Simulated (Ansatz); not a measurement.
A nudged elastic band was laid between two geometries of CH7AsSeSi (11 atoms, charge 0, multiplicity 1).

Method: RKS PBE0-D4/def2-SVP in Ansatz 0.2.0.

| Item | Value |
| --- | --- |
| movable images | 7 |
| climbing image | yes |
| spring | 5.0 eV/Å² |
| optimiser | quadratic models (default) |
| start path | through a guess of the saddle point |
| force threshold | 0.05 eV/Å |
| iteration limit | 43 |
| end points | relaxed |

Image 0:

```xyz
11
Properties=species:S:1:pos:R:3
C -1.242 1.163 -0.572
As -0.956 0.313 1.187
Si 1.281 -0.369 0.823
Se 1.725 -1.234 -1.256
H -0.805 0.579 -1.394
H -0.783 2.162 -0.552
H -2.323 1.281 -0.730
H -1.478 -1.069 0.796
H 1.666 -1.340 1.893
H 2.181 0.822 0.898
H 0.800 -2.364 -1.073
```

Image 8:

```xyz
11
Properties=species:S:1:pos:R:3
C -1.294 1.226 -0.542
As -0.988 0.448 1.250
Si 1.109 -0.543 0.793
Se 0.963 -1.819 -1.110
H -1.027 0.545 -1.361
H -0.693 2.143 -0.623
H -2.356 1.500 -0.620
H -1.719 -0.869 0.997
H 1.523 -1.365 1.971
H 2.128 0.532 0.590
H 2.419 -1.854 -1.325
```

**Question.** Which bonds break or form, and what moves?

**Answer.** No bond is made or broken. The dihedral H9–Si3–Se4–H11 goes from 61 to -78°.

**Question.** What energy profile does the band end with?

**Answer.** The forces met the threshold. The highest image is number 4 of 0 to 8, 0.077 eV above the first end and 0.033 eV above the last; the last end lies 0.043 eV above the first. A vibrational analysis at the climbing image gives one clearly imaginary mode, 139i cm⁻¹: a first-order saddle point.

| image | path coordinate (Å) | energy (eV) | dihedral H9–Si3–Se4–H11 (°) |
| --- | --- | --- | --- |
| 0 | 0.00 | 0.000 | 61 |
| 1 | 0.41 | 0.008 | 50 |
| 2 | 0.81 | 0.032 | 32 |
| 3 | 1.22 | 0.063 | 10 |
| 4 | 1.64 | 0.077 | -13 |
| 5 | 1.96 | 0.071 | -30 |
| 6 | 2.28 | 0.058 | -47 |
| 7 | 2.59 | 0.047 | -63 |
| 8 | 2.91 | 0.043 | -78 |

**Question.** What is the geometry of the highest image?

**Answer.** 
```xyz
11
Properties=species:S:1:pos:R:3
C -1.285 1.269 -0.554
As -1.018 0.400 1.204
Si 1.146 -0.439 0.753
Se 1.297 -1.360 -1.354
H -1.045 0.607 -1.398
H -0.657 2.170 -0.602
H -2.337 1.578 -0.631
H -1.664 -0.930 0.826
H 1.503 -1.498 1.744
H 2.116 0.690 0.888
H 2.009 -2.546 -0.855
```

**Question.** What are the harmonic wavenumbers there?

**Answer.** 139i, 56, 94, 146, 188, 332, 408, 429, 580, 605, 645, 679, 720, 801, 862, 917, 943, 1272, 1437, 1449, 2209, 2218, 2235, 2461, 3068, 3184, 3187 cm⁻¹.

Time of the run: 7.3 min on 2 threads of Arm Neoverse V1, on a shared host, peak memory 0.38 GiB.
